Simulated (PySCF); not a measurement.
A TDDFT job was run through a driver script with this input:

```
{"job": {"kind": "uv", "xc": "PBE0", "basis": "def2-SVPD", "ip": true, "dynamic": false}, "charge": 0, "multiplicity": 1}
C     -2.970732    -0.214966    -0.004890
C     -1.765520    -0.174478     0.568036
C     -0.492580     0.182024    -0.116773
C      0.617860    -0.864705     0.041817
C      1.975012    -0.214670    -0.194285
C      2.062614     1.012246     0.704271
As     0.290943     1.903523     0.617158
H     -3.107406     0.017756    -1.066116
H     -3.864723    -0.477297     0.566195
H     -1.680406    -0.416512     1.636642
H     -0.689235     0.364373    -1.184317
H      0.441900    -1.716894    -0.635333
H      0.584996    -1.271845     1.068822
H      2.798520    -0.923618    -0.002761
H      2.057685     0.092319    -1.251546
H      2.226858     0.721771     1.754462
H      2.864039     1.711720     0.425397
H      0.530475     2.509212    -0.766192
```

Output:

```
coarse grid: 65608 points
cycle   1  E = -2470.0814529897  dE = -1.513e-01  |g| = 3.986e-01  |ddm| = 6.856e+00
cycle   2  E = -2470.0696409315  dE =  1.181e-02  |g| = 4.534e-01  |ddm| = 1.587e+00
cycle   3  E = -2470.1212703749  dE = -5.163e-02  |g| = 6.294e-02  |ddm| = 8.367e-01
cycle   4  E = -2470.1222330794  dE = -9.627e-04  |g| = 2.783e-02  |ddm| = 1.924e-01
cycle   5  E = -2470.1224174796  dE = -1.844e-04  |g| = 9.997e-03  |ddm| = 6.453e-02
cycle   6  E = -2470.1224429820  dE = -2.550e-05  |g| = 3.205e-03  |ddm| = 2.347e-02
cycle   7  E = -2470.1224455614  dE = -2.579e-06  |g| = 3.565e-04  |ddm| = 5.908e-03
final grid: 139416 points
cycle   8  E = -2470.1224934957  dE = -3.080e-07  |g| = 4.748e-04  |ddm| = 1.988e-02
cycle   9  E = -2470.1224934189  dE =  7.678e-08  |g| = 7.139e-04  |ddm| = 2.896e-03
cycle  10  E = -2470.1224935601  dE = -1.412e-07  |g| = 1.046e-04  |ddm| = 1.416e-03
cycle  11  E = -2470.1224935630  dE = -2.897e-09  |g| = 2.157e-05  |ddm| = 2.773e-04
cycle  12  E = -2470.1224935631  dE = -9.459e-11  |g| = 8.681e-06  |ddm| = 6.442e-05
converged SCF energy = -2470.1224935631

Static polarisability (au): isotropic 104.469, principal 85.539 99.232 128.637

Singlet excitations
state   eV       nm        f      main configurations
  1   5.7139    217.0   0.06697   H->L 0.90
  2   5.9934    206.9   0.03116   H->L+1 0.89
  3   6.3050    196.6   0.03528   H->L+2 0.77, H-1->L+1 0.12
  4   6.3997    193.7   0.08018   H-1->L 0.58, H-1->L+2 0.25
  5   6.4118    193.4   0.01115   H-1->L+1 0.75, H->L+2 0.16
  6   6.9462    178.5   0.44886   H-1->L+2 0.51, H-1->L 0.18
  7   6.9741    177.8   0.06027   H->L+3 0.72, H->L+4 0.19
  8   7.1143    174.3   0.11506   H->L+4 0.63, H->L+3 0.11
  9   7.2582    170.8   0.04009   H-1->L+3 0.55, H->L+5 0.27
 10   7.2971    169.9   0.01975   H->L+6 0.34, H->L+5 0.19, H-1->L+4 0.17

Triplet excitations (Tamm-Dancoff, eV): 4.1743 4.9750 5.1542 5.9416
Vertical ionisation energy (delta-SCF) = 8.5573 eV
```

Computed with TDDFT PBE0/def2-SVPD, vertical, gas phase, core orbitals frozen in the response in PySCF 2.14.0, density-fitted response routines. One conformer (not necessarily the lowest) at the PBE0-D3(BJ)/def2-SVP geometry, without solvent, vibrations or thermal averaging. The PBE0/def2-SVPD calculation is non-relativistic and has no spin–orbit coupling, an omission that weighs most on arsenic.

Q: How much of the mean polarisability do the listed states account for?

A: The sum over states Σ f/ΔE² (ΔE in hartree) gives 14.80 au, 14% of the total; the rest comes from higher roots of the same response equations.

Q: Give the energy of state 6 in hartree, cm⁻¹ and kJ/mol.

A: 0.25527 hartree, 56025 cm⁻¹, 670.2 kJ/mol.

Q: What is the polarisability anisotropy, √(½[(α1 − α2)² + (α2 − α3)² + (α3 − α1)²])?

A: 38.14 au.

Q: What share of the summed oscillator strength falls to the strongest level in this window?

A: State 6 at 178 nm: 0.4489 of 0.9088, or 49%.

Q: What is the gap between the lowest singlet and the lowest triplet?

A: 5.7139 − 4.1743 = 1.5396 eV (full response against Tamm–Dancoff).

Q: Which species is it?

A: `C=C[C@@H]1CCC[AsH]1` (C6H11As), point group C1.

The SCF starts on a coarse grid; the energy jumps when the final grid takes over, and dE counts afresh there. H and L stand for HOMO and LUMO.

On one thread, Arm Neoverse V2 (aarch64), no GPU, shared host with 96 logical CPUs at a one-minute load of 27, this took 3.0 min wall and 1.2 GiB of memory at its peak.
